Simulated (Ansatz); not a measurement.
C2H9NSi2 can be A, `N[SiH2]/C=C/[SiH3]`, or B, `CC1[SiH2]N1[SiH3]`.

Isolated molecules relaxed with PBE0-D4/def2-TZVP in Ansatz; ΔE leaves out vibrations. CCSD(T)/CBS adds triple-zeta CCSD(T) − MP2 to the extrapolated MP2 energy (def2 sets, frozen cores). DFT in def2-TZVPP. B3LYP here is the variant with VWN-RPA as its local correlation; programs differ in this. One conformer a species, not always the lowest.

A:

Z-matrix (Å, degrees):
```
Si
C 1 1.870
N 1 1.713 2 114.6
H 1 1.488 2 108.2 3 120.8
H 1 1.488 2 108.1 3 -120.8
C 2 1.337 1 123.3 3 -0.2
H 2 1.092 1 118.4 3 179.8
H 3 1.005 1 122.0 2 -77.7
H 3 1.005 1 122.0 2 78.1
Si 6 1.861 2 123.9 1 -180.0
H 6 1.092 2 117.6 1 0.0
H 10 1.489 6 110.9 2 -120.6
H 10 1.489 6 110.8 2 120.3
H 10 1.487 6 109.1 2 -0.1
```

B:

```xyz
14

C    -0.784   -1.394    1.061
C     0.319   -0.426    0.730
Si    1.551   -0.652   -0.613
N     0.167    0.338   -0.548
Si   -0.594    1.841   -0.832
H    -1.024   -2.029    0.205
H    -0.492   -2.038    1.894
H    -1.699   -0.866    1.350
H     0.623    0.195    1.577
H     2.896   -0.033   -0.540
H     1.515   -1.827   -1.513
H    -2.069    1.737   -0.647
H    -0.111    2.901    0.103
H    -0.298    2.254   -2.228
```

Question: Which is lower in electronic energy at CCSD(T)/CBS, and by how much? (Estimate.)

Answer: Computed: A, by 48.4 kJ/mol.

Question: Give E(B) − E(A) in kJ/mol with B2PLYP, CCSD/def2-TZVPP, ωB97M-V, CCSD(T)/def2-TZVPP, MP2/def2-TZVPP, B3LYP, r2SCAN-D4. (Estimate.)

Answer: Ansatz gave: B2PLYP 49.0, CCSD/def2-TZVPP 48.3, ωB97M-V 43.7, CCSD(T)/def2-TZVPP 47.4, MP2/def2-TZVPP 37.0, B3LYP 53.6, r2SCAN-D4 39.4. None reverses the order clearly.

Largest T1 diagnostic: 0.012.

In def2-TZVPP, CCSD(T) changes the Hartree–Fock value by −18.3 kJ/mol (the triples alone add −0.9 kJ/mol) and MP2 by −28.7 kJ/mol. The D4 term adds −4.0 kJ/mol with B3LYP and −2.1 kJ/mol with PBE0; it sums over pairs of atoms, weighted by their polarisabilities, and B3LYP, whose exchange is more repulsive, gets the larger term.
